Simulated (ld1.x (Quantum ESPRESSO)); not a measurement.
# arsenic (As): excitation energies, all-electron against TM

```
Element                 : As (Z = 33)
Generator               : ld1.x (Quantum ESPRESSO) 7.5
Type                    : norm-conserving Troullier–Martins (Kleinman–Bylander form)
Functional              : PBEsol
Relativity              : scalar-relativistic
Frozen core             : [Ar] 3d10
Valence charge          : 5
Reference configuration : 4s2 4p1 (charge +2)
Partial waves           : 4s (bound): rc 1.75 bohr; 4p (bound): rc 1.45 bohr; 4d channel at 0.3 Ry: rc 1.80 bohr
Local potential         : the d channel
Core correction         : Bessel-smoothed model core, default radius (core density twice the valence density)
```

Energies are relative to the spin-unpolarised reference configuration 4s2 4p1; without spin polarisation the order of configurations can differ from experiment.

```json
{"valence configuration": "4s2 4p3", "charge": "0", "ΔE all-electron (eV)": "-27.099", "error AE − PS (meV)": "-43"}
{"valence configuration": "4s2 4p2", "charge": "+1", "ΔE all-electron (eV)": "-17.941", "error AE − PS (meV)": "-15"}
{"valence configuration": "4s2 4p0", "charge": "+3", "ΔE all-electron (eV)": "27.723", "error AE − PS (meV)": "-35"}
{"valence configuration": "4s1 4p3", "charge": "+1", "ΔE all-electron (eV)": "-7.826", "error AE − PS (meV)": "-4.0"}
{"valence configuration": "4s2 4p3.3", "charge": "-0.3", "ΔE all-electron (eV)": "-28.333", "error AE − PS (meV)": "-49"}
{"valence configuration": "4s1 4p0", "charge": "+4", "ΔE all-electron (eV)": "78.352", "error AE − PS (meV)": "-251"}
{"valence configuration": "4s2 4p2.5", "charge": "+0.5", "ΔE all-electron (eV)": "-23.542", "error AE − PS (meV)": "-29"}
```

Levels in the configuration 4s1 4p3:

```tsv
level	all-electron (eV)	pseudo (eV)
4s	-24.284	-24.271
4p	-14.080	-14.069
```
